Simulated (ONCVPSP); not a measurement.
Logarithmic derivatives: manganese (Mn), ONCV

manganese (Mn), optimised norm-conserving Vanderbilt (ONCV), made with ONCVPSP 4.0.1 (revPBE, scalar-relativistic). Core [Ne], reference 3s2 3p6 3d5 4s2. Waves: 3s+4s: rc 1.60 bohr, ncon 4, nbas 8, qcut 7.2 1/bohr, 3 projectors, debl 2.7 Ha; 3p: rc 0.90 bohr, ncon 4, nbas 8, qcut 9.4 1/bohr, 2 projectors, debl 3.8 Ha; 3d: rc 1.35 bohr, ncon 4, nbas 8, qcut 11.6 1/bohr, 2 projectors, debl 1 Ha. Local part: polynomial inside 0.80 bohr (lpopt 5, dvloc0 2 Ha). Core correction: none.

The phase is arctan(r·R′/R) of the radial function R(r), unwrapped; energies in Ha, scanned from -5 to 5 Ha. A pole is an energy at which the radial function vanishes at the test radius. The pseudo phase is shifted by a multiple of π to meet the all-electron one at the reference energy, and phase errors are pseudo minus all-electron; the curves can meet again beyond the range given. Levels narrower than the energy grid can be missing from the lists of poles.

```csv
channel,radius (bohr),reference energy (Ha),"poles, all-electron","poles, pseudo",unbroken range about the reference energy with phases within 0.05 rad,phase error 1 Ha above the reference energy (rad)
s,1.63,-0.19,-2.93,-2.93,the whole range,+0.000
p,0.92,-2.01,3.53,3.53,the whole range,-0.000
d,1.37,-0.25,0.80,0.80,the whole range,-0.000
```

Phases in the d channel:

| E (Ha) | all-electron | pseudo |
| --- | --- | --- |
| -4.96 | 1.260 | 1.260 |
| -4.72 | 1.249 | 1.249 |
| -4.48 | 1.236 | 1.236 |
| -4.24 | 1.223 | 1.223 |
| -4.00 | 1.207 | 1.207 |
| -3.76 | 1.189 | 1.189 |
| -3.52 | 1.169 | 1.169 |
| -3.28 | 1.145 | 1.145 |
| -3.04 | 1.117 | 1.117 |
| -2.80 | 1.082 | 1.082 |
| -2.56 | 1.040 | 1.040 |
| -2.32 | 0.987 | 0.987 |
| -2.08 | 0.918 | 0.918 |
| -1.84 | 0.824 | 0.824 |
| -1.60 | 0.689 | 0.689 |
| -1.36 | 0.491 | 0.491 |
| -1.12 | 0.195 | 0.195 |
| -0.88 | -0.203 | -0.203 |
| -0.64 | -0.616 | -0.616 |
| -0.40 | -0.940 | -0.940 |
| -0.16 | -1.161 | -1.161 |
| 0.08 | -1.312 | -1.312 |
| 0.32 | -1.421 | -1.421 |
| 0.56 | -1.504 | -1.504 |
| 0.80 | -1.572 | -1.572 |
| 1.04 | -1.631 | -1.631 |
| 1.28 | -1.684 | -1.684 |
| 1.52 | -1.734 | -1.734 |
| 1.76 | -1.786 | -1.786 |
| 2.00 | -1.840 | -1.840 |
| 2.24 | -1.901 | -1.901 |
| 2.48 | -1.971 | -1.971 |
| 2.72 | -2.056 | -2.056 |
| 2.96 | -2.164 | -2.163 |
| 3.20 | -2.306 | -2.304 |
| 3.44 | -2.497 | -2.495 |
| 3.68 | -2.752 | -2.748 |
| 3.92 | -3.066 | -3.060 |
| 4.16 | -3.393 | -3.387 |
| 4.40 | -3.677 | -3.671 |
| 4.64 | -3.895 | -3.889 |
| 4.88 | -4.054 | -4.048 |
